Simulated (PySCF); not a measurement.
## Basis and Hamiltonian dependence of the excitation energy of Ca

Ca [Ar] 4s2 (1S) → Ca [Ar] 3d1 4s1 (3D). Calculated with PySCF 2.14 from differences of total energies of unrestricted determinants, without spin-orbit coupling. Values in eV.

```
                                                                 basis       Hamiltonian  functions    UHF    PBE   PBE0  MP2 (valence)  CCSD(T) (valence)  CCSD(T) (valence and next inner shell)
                                                           def2-TZVPPD  non-relativistic         36  2.421  1.842  2.010          2.888              3.128                                     n/a
                                                       aug-cc-pVDZ-X2C     spin-free X2C         36  2.372  1.733  1.919          2.818              3.067                                     n/a
                                                          x2c-TZVPPall     spin-free X2C         36  2.501  1.929  2.097          2.966              3.204                                   3.330
                                                          ANO-RCC-VTZP     spin-free X2C         38  2.815  2.393  2.523          3.275              3.541                                   3.544
                                                          x2c-QZVPPall     spin-free X2C         73  2.258  1.652  1.832          2.702              2.875                                   2.734
                                                            dyall-av2z  non-relativistic         76  2.955  2.689  2.829          3.445              3.673                                     n/a
                                                     aug-cc-pwCVTZ-X2C     spin-free X2C         84  2.259  1.666  1.843          2.700              2.847                                   2.750
     x2c-QZVPPall with one added diffuse shell each of s, p, d, f type     spin-free X2C         89  2.255  1.645  1.828          2.694              2.841                                   2.708
                                                       aug-cc-pVQZ-X2C     spin-free X2C         93  2.268  1.617  1.810          2.714              2.854                                     n/a
aug-cc-pwCVTZ-X2C with one added diffuse shell each of s, p, d, f type     spin-free X2C        100  2.258  1.665  1.842          2.700              2.846                                   2.749
                                                            dyall-av3z     spin-free X2C        132  2.726  2.330  2.487          3.163                n/a                                     n/a
```

Frozen in the all-electron rows: valence: [Ar]; valence and next inner shell: [Ne].

At UHF, ANO-RCC-VTZP, dyall-av3z lie more than 0.3 eV from the median of the rows with comparable relativity. Of these, ANO-RCC-VTZP has no diffuse functions of the l that the added or promoted electron needs.

Non-relativistic rows lack the scalar-relativistic shift.

Reference for a calculation without spin-orbit coupling: 2.524 eV (measured, between term centres; NIST).
